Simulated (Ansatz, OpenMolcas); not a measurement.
OpenMolcas → Ansatz

OpenMolcas 26.06 runs this on doublet [SnH4]+:

mol.input:
```
>>> EXPORT MOLCAS_PRINT=2

&GATEWAY
  BasLib=$CurrDir
  Coord
  5
  angstrom
  Sn       0.000030       0.000010       0.000040
  H        0.823920      -0.853480       1.222940
  H       -1.563610       0.403420       0.543140
  H       -0.116810      -0.974610      -1.392490
  H        0.856470       1.424640      -0.373640
  Basis=def2-SVPD
  Group=NoSym

&SEWARD
  GridInput
  Grid=UltraFine
  End of Grid

&SCF
  UHF
  Charge=1
  Spin=2
  KSDFT=BLYP
  Thresholds=1e-10 1e-07 1e-07 1e-05
  PrOrbitals=0
```

```bash
$ export MOLCAS_MEM=1860
$ pymolcas mol.input > mol.log
```

(Basis files named in the input come from the Basis Set Exchange and aren't shown.)

The coordinates come from a PBE0-D4/def2-TZVP relaxation. That shape belongs to the parent species and isn't relaxed for this state.

It gives a total energy of -216.176789 Eh.

Q: Write the same calculation for Ansatz 0.2.0 as an input file of the program's own.

A: One way, which was run:

job.yaml:
```yaml
crystal:
  periodic: [false, false, false]
  atoms:
    - symbol: Sn
      position_ang: [0.000030, 0.000010, 0.000040]
    - symbol: H
      position_ang: [0.823920, -0.853480, 1.222940]
    - symbol: H
      position_ang: [-1.563610, 0.403420, 0.543140]
    - symbol: H
      position_ang: [-0.116810, -0.974610, -1.392490]
    - symbol: H
      position_ang: [0.856470, 1.424640, -0.373640]
basis:
  gaussian: {orbitals: def2-SVPD}
total_charge: 1
output: {orbitals: {seedname: orbitals}}
accuracy: high
hamiltonian: {xc: {name: BLYP}}
magnetization: {spin_polarized: true, initial_magnetization: 1}
```

```bash
$ ansatz run job.yaml --threads 1 --pin off --max-ram 3480MiB --events-out events.jsonl --progress --plain --runs-dir runs
```

Its energy is -216.176816 Eh, 0.027 mEh from the first.
